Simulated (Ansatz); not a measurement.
Geometry optimisation, Ansatz, RKS BLYP-D4/cc-pVDZ.

Input file:

```yaml
crystal:
  periodic: [false, false, false]
  atoms:
    - { symbol: B, position_ang: [-0.76903, 1.21085, -0.18291] }
    - { symbol: Si, position_ang: [0.17278, -0.47403, -0.07976] }
    - { symbol: "N", position_ang: [1.28514, -0.77727, 1.05111] }
    - { symbol: Cl, position_ang: [-0.39344, -1.81185, -1.5464] }
    - { symbol: H, position_ang: [-1.57858, 1.43494, -0.99772] }
    - { symbol: H, position_ang: [-0.52983, 2.04857, 0.59197] }
    - { symbol: H, position_ang: [1.81295, -1.63121, 1.16371] }
basis:
  gaussian: { orbitals: cc-pVDZ }
hamiltonian:
  xc: blyp
  dispersion: d4
relax:
  f_tol: 0.015
  max_steps: 40
```

Command:

```bash
$ ansatz run input.yaml --threads 1 --pin off --max-ram 2048MiB --backend cpu --events-out ev --progress --plain --runs-dir out
```

Question: Where does it end, and by what steps?

Answer: It converged. After 6 steps the energy has fallen by 0.146 eV; Cl4 moved furthest, 0.11 Å.

```tsv
step	energy less start (eV)	largest force component (eV/Å)	accepted
0	0.0000	0.872	yes
1	-0.1193	0.432	yes
2	-0.1381	0.216	yes
3	-0.1427	0.127	yes
4	-0.1461	0.113	yes
5	-0.1463	0.031	yes
6	-0.1464	0.005	yes
```

```xyz
7
Properties=species:S:1:pos:R:3
B -0.786 1.251 -0.179
Si 0.179 -0.499 -0.088
N 1.299 -0.736 1.091
Cl -0.371 -1.911 -1.578
H -1.618 1.464 -1.027
H -0.496 2.077 0.651
H 1.792 -1.645 1.131
```

Whether the end is a true minimum wasn't checked by a vibrational analysis.

The run took 21 s on 1 thread of Arm Neoverse V1 (shared host), peak memory 0.14 GiB.
